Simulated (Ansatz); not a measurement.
`CC[SiH](C)C[SiH](C)C[SiH](C)C[SiH](C)C` with charge +1. Total charge 1; doublet. Geometry PBE-D4/def2-SVP, that of the neutral singlet; atoms count from 1.

```tsv
atom	x (Å)	y (Å)	z (Å)
C1	2.6684	4.9510	-0.3863
C2	2.9788	4.2049	-1.6911
Si3	2.9530	2.3067	-1.5482
C4	4.2947	1.7120	-0.3520
C5	1.2536	1.7018	-0.9580
Si6	0.9402	-0.1625	-1.1135
C7	0.8151	-0.6458	-2.9372
C8	-0.6444	-0.6652	-0.1996
Si9	-0.9189	-2.5306	0.0104
C10	0.3111	-3.2215	1.2699
C11	-2.6946	-2.9219	0.5542
Si12	-3.3498	-2.0145	2.0859
C13	-4.8091	-2.9612	2.8347
C14	-3.8940	-0.2555	1.6424
H15	1.6619	4.6911	0.0033
H16	3.3989	4.7039	0.4122
H17	2.6922	6.0530	-0.5189
H18	3.9787	4.4995	-2.0809
H19	2.2540	4.4923	-2.4849
H20	3.2359	1.7381	-2.9205
H21	5.3008	2.0383	-0.6862
H22	4.1249	2.1176	0.6669
H23	4.2993	0.6057	-0.2779
H24	1.1301	2.0000	0.1069
H25	0.4584	2.2316	-1.5293
H26	2.1067	-0.8984	-0.4919
H27	-0.0341	-0.1189	-3.4202
H28	0.6486	-1.7358	-3.0504
H29	1.7396	-0.3754	-3.4859
H30	-0.6366	-0.2024	0.8125
H31	-1.5073	-0.2233	-0.7459
H32	-0.6750	-3.2079	-1.3205
H33	0.1458	-2.7672	2.2684
H34	0.2023	-4.3206	1.3721
H35	1.3547	-3.0069	0.9626
H36	-2.7473	-4.0175	0.7436
H37	-3.3882	-2.7195	-0.2918
H38	-2.2542	-1.9314	3.1258
H39	-5.2033	-2.4440	3.7335
H40	-5.6369	-3.0493	2.1007
H41	-4.5108	-3.9862	3.1354
H42	-4.6894	-0.2769	0.8683
H43	-3.0519	0.3472	1.2489
H44	-4.3016	0.2658	2.5326
```

Single mean-field runs in def2-TZVP are fitted with def2-universal-jkfit.

(1) Estimate the Mulliken populations of the heavy atoms from the PBE0/def2-TZVP orbitals of Ansatz.

(2) Where does the spin sit?

(3) And the Mayer bond orders between heavy atoms (over 0.3)?

## Answers

(1) 
```
atom  charge (e)  spin (α − β)
  C1       -0.40          0.01
  C2       -0.26          0.16
 Si3        0.26          0.05
  C4       -0.49          0.00
  C5       -0.37          0.20
 Si6        0.24          0.04
  C7       -0.48          0.00
  C8       -0.39          0.19
 Si9        0.25          0.05
 C10       -0.48          0.00
 C11       -0.38          0.15
Si12        0.24          0.01
 C13       -0.47          0.06
 C14       -0.48          0.00
```
Mulliken values depend strongly on the basis.

(2) Summed by element: C 0.78, Si 0.16, H 0.06, of 1 unpaired in all. Largest on single atoms: C5 0.20, C8 0.19, C2 0.16.

(3) C1–C2 0.99 (1.53 Å); C2–Si3 0.88 (1.90 Å); Si3–C4 1.03 (1.89 Å); Si3–C5 0.87 (1.90 Å); C5–Si6 0.90 (1.90 Å); Si6–C7 1.04 (1.89 Å); Si6–C8 0.90 (1.90 Å); C8–Si9 0.87 (1.90 Å); Si9–C10 1.03 (1.89 Å); Si9–C11 0.90 (1.90 Å); C11–Si12 0.92 (1.90 Å); Si12–C13 0.99 (1.89 Å); Si12–C14 1.00 (1.89 Å).
